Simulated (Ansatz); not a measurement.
HF2OS (SMILES [OH+]=S(F)F), charge +1, singlet, at a GFN2-xTB geometry; B3LYP/STO-3G (Ansatz, a first-principles code).

Ansatz was given this input:
Ansatz 0.2 input:
```yaml
crystal:
  periodic: [false, false, false]
  atoms:
    - {symbol: O, position_ang: [1.29223798, -0.53634598, 0.12438406]}
    - {symbol: S, position_ang: [-0.12233129, -0.08572590, 0.46242826]}
    - {symbol: F, position_ang: [-0.98017879, -0.70632344, -0.73527068]}
    - {symbol: F, position_ang: [-0.16480630, 1.39870553, -0.12933654]}
    - {symbol: H, position_ang: [1.92426265, -0.56905663, -0.61245951]}
basis:
  gaussian:
    orbitals: STO-3G
hamiltonian:
  xc: b3lyp
total_charge: 1
```

The log (banner, timings and long lists left out):

```
Functional definition: B3LYP
330 factors; integrals over basis functions are off by at most 1.9e-5 eV
mean field evaluation 1: about -18086.5400 eV, gradient 4.3e1 eV
mean field evaluation 2: about -18084.7325 eV, gradient 4.9e1 eV
mean field evaluation 4: about -18093.2836 eV, gradient 2.9e0 eV
mean field evaluation 8: about -18093.3336 eV, gradient 1.3e-2 eV
mean field -18093.33355636 eV, -664.9177440943 hartree, gradient 3.2e-5 eV, S^2 0.000000; 0 other end points of the search recorded, 0 dependent functions left out
reference -18093.33367169 eV, -664.9177483327 hartree; 21, 21 occupied and 4, 4 virtual orbitals, 330 factors
Total energy: -18093.33367169 eV, -664.9177483327 hartree
```
